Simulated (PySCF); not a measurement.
An unknown is described by computed data only.

Formula: C2H5GeP.

| Quantity | Value |
| --- | --- |
| 1H NMR | chemical shifts (computed TMS as zero) by class: 4.71 (2 H), 2.49 (1 H), 2.00 (2 H) ppm [GIAO KT2/pcSseg-2] |
| Rotational structure | rotational constants A, B, C: 6.368, 2.073, 1.618 GHz [PBE0-D3(BJ)/def2-SVP] |
| Triplet | lowest triplet excitation (Tamm–Dancoff): 4.89 eV [TDA CAM-B3LYP/def2-SVPD] |
| UV, strongest line | among the 10 lowest singlet transitions: S6 at 6.79 eV (183 nm, f = 0.235) [TDDFT CAM-B3LYP/def2-SVPD] |
| 13C NMR | chemical shifts (computed TMS as zero) by class: 95.2 (1 C), 81.8 (1 C) ppm [GIAO KT2/pcSseg-2] |
| Dipole | 0.65 D [CAM-B3LYP/def2-SVPD] |

The electronic properties come from PySCF, for the isolated species, density fitting. Levels stand in brackets. One conformer (not necessarily the lowest) at the PBE0-D3(BJ)/def2-SVP geometry, without solvent, vibrations or thermal averaging. The calculation is non-relativistic and has no spin–orbit coupling, an omission that weighs most on germanium. NMR values are class means; diastereotopic atoms form classes of their own.

**Question.** What is the compound? Reason from the data.

**Answer.** Numbering: `[CH:1]#[C:2][GeH2:3][PH2:4]`. 2 carbons fall into 2 classes; from least to most shielded: terminal alkyne carbon [C1] (95.2 ppm), alkyne carbon [C2] (81.8 ppm). Hydrogen classes from least to most shielded: 2 H on a germanium bonded to C, P and 2 H, Ge3 (4.71 ppm), 1 H on a terminal alkyne carbon, C1 (2.49 ppm), 2 H on a three-coordinate phosphorus, P4 (2.00 ppm). The optimised geometry has point group Cs and is an asymmetric top. Structure: `[C]([GeH2][PH2])#C`. The assignments are read from this structure; whether some other isomer fits the data as well wasn't checked. NMR values of atoms bound to Ge lack the spin–orbit term that these neighbours bring.

Shape of the structure used: `[CH:1]#[C:2][GeH2:3][PH2:4]`: H–P4–Ge3–C2 -47°, H–P4–Ge3–C2 46°.
